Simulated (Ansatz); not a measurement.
**Telling isomers of F2GeH2Si apart by their spectra**

These gas-phase data were calculated for one isomer of F2GeH2Si at r2SCAN-D4/def2-SVP (harmonic, unscaled wavenumbers; equilibrium rotational constants with average atomic masses):

```
rotational constants            : 6.444, 1.753, 1.493 GHz
all wavenumbers above 1500 cm⁻¹ : 2216, 1926
```

Candidates:

(1) `F[SiH](F)[GeH]`, a singlet
(2) `F[SiH2][Ge][F]`, a singlet

Which structure fits?

Candidate (1). 1 mode lies between 2000 and 2380 cm⁻¹, one for each Si–H bond, while (2) has 2.

The same quantities for all candidates:

```tsv
	rotational constants (GHz)	wavenumbers above 1500 cm⁻¹	E above the lowest, r2SCAN-D4/def2-SVP (kcal/mol)
(1)	6.444, 1.753, 1.493	2216, 1926	0.0
(2)	7.928, 1.73, 1.444	2195, 2181	8.3
```

Harmonic stretches to hydrogen usually lie a few per cent above observed fundamentals. Each candidate is one conformer. Programs: Ansatz 0.2.0.
